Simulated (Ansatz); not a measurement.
CH6Cl2InP, SMILES `[CH3][In-]([PH3+])([Cl])[Cl]`, relaxed with RKS PBE0-D4/def2-TZVP in Ansatz 0.2.0 from a PBE-D4/def2-SVP geometry. The force threshold is 0.005 eV/Å; the program also tests the step.

The species carries charge 0 and has multiplicity 1. In takes the def2 core potential.

Start:

```xyz
11

C     1.096    1.915   -0.192
In    0.038    0.239   -1.058
P    -0.783   -1.515    1.025
Cl   -2.226    0.403   -1.820
Cl    1.170   -1.568   -2.148
H     0.576    2.850   -0.471
H     2.132    1.923   -0.576
H     1.103    1.803    0.909
H    -0.575   -1.430    2.441
H    -0.341   -2.861    0.842
H    -2.191   -1.760    1.047
```

**Question.** How much energy does the relaxation release, and in how many steps? (Estimate.)

**Answer.** Ansatz gave: 2.21 kcal/mol, in 75 steps, 16 of them rejected.

**Question.** Which bonds change most? (An estimate is asked.)

**Answer.** Ansatz gave: In2–P3 from 2.844 to 2.751 Å; In2–Cl4 from 2.395 to 2.361 Å; In2–Cl5 from 2.395 to 2.361 Å; C1–In2 from 2.162 to 2.133 Å.

**Question.** Give the relaxed structure. (Estimate.)

**Answer.** Computed: 
```xyz
11

C     0.946    1.984   -0.198
In    0.062    0.205   -0.975
P    -0.710   -1.556    0.993
Cl   -2.144    0.171   -1.817
Cl    1.362   -1.512   -1.945
H     1.190    2.648   -1.027
H     1.857    1.735    0.344
H     0.241    2.484    0.466
H     0.201   -2.197    1.857
H    -1.274   -2.690    0.380
H    -1.732   -1.271    1.922
```
